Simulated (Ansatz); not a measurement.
```yaml
crystal:
  periodic: [false, false, false]
  atoms:
    - {symbol: N, position_ang: [-0.858634, 1.141572, 0.844076]}
    - {symbol: Nb, position_ang: [-0.182948, 0.282343, -0.498303]}
    - {symbol: N, position_ang: [0.824329, -1.136288, 0.365515]}
    - {symbol: Cl, position_ang: [-1.869310, -0.602669, -1.805585]}
    - {symbol: Cl, position_ang: [1.228726, 1.663392, -1.696575]}
    - {symbol: H, position_ang: [-1.306305, 1.720218, 1.539979]}
    - {symbol: H, position_ang: [0.909387, -1.300341, 1.356610]}
    - {symbol: H, position_ang: [1.346856, -1.825227, -0.161617]}
basis:
  gaussian: {orbitals: cc-pVTZ-DK}
hamiltonian: {xc: {name: HSE06}, dispersion: d3bj}
output: {forces: true}
```

```sh
$ ansatz run in.yaml --threads 4 --pin off --events-out ev --progress --plain --max-ram 10444MiB
```

It prints (some lines left out):

```
Functional definition: HSE06
1853 factors; their error is unknown
115 factors; integrals over basis functions are off by at most 9.6e-7 eV
mean field evaluation 1: about -132056.5674 eV, gradient 9.3e1 eV
mean field evaluation 2: about -131908.4674 eV, gradient 2.7e2 eV
mean field evaluation 4: about -132070.2231 eV, gradient 3.4e1 eV
mean field evaluation 8: about -132072.7024 eV, gradient 3.9e-1 eV
mean field evaluation 16: about -132073.2697 eV, gradient 2.8e-4 eV
mean field -132073.26969900 eV, -4853.6031389606 hartree, gradient 1.3e-5 eV, S^2 0.000000; 0 other end points of the search recorded, 0 dependent functions left out
reference -132073.26976752 eV, -4853.6031414788 hartree; 46, 46 occupied and 201, 201 virtual orbitals, 1853 factors
Total energy: -132073.46690824 eV, -4853.6103862665 hartree
Relativity: scalar
Atom 0 at    -0.858634     1.141572     0.844076 Å, force     0.073875    -0.095042    -0.125216 eV/Å
Atom 1 at    -0.182948     0.282343    -0.498303 Å, force    -0.049349     0.057571     0.203783 eV/Å
Atom 2 at     0.824329    -1.136288     0.365515 Å, force    -0.006392     0.009088    -0.008515 eV/Å
Atom 3 at    -1.869310    -0.602669    -1.805585 Å, force    -0.045005    -0.024095    -0.039441 eV/Å
Atom 4 at     1.228726     1.663392    -1.696575 Å, force     0.038456     0.036949    -0.036627 eV/Å
Atom 5 at    -1.306305     1.720218     1.539979 Å, force    -0.008874     0.011876     0.004244 eV/Å
Atom 6 at     0.909387    -1.300341     1.356610 Å, force     0.003129    -0.003816    -0.007705 eV/Å
Atom 7 at     1.346856    -1.825227    -0.161617 Å, force    -0.005841     0.007469     0.009478 eV/Å
Dipole moment:     0.196295    -0.294010     0.534264 e Å
```

Run time 8 s (4 threads of an Arm Neoverse V2 on a shared host); peak host memory 1.1 GiB.
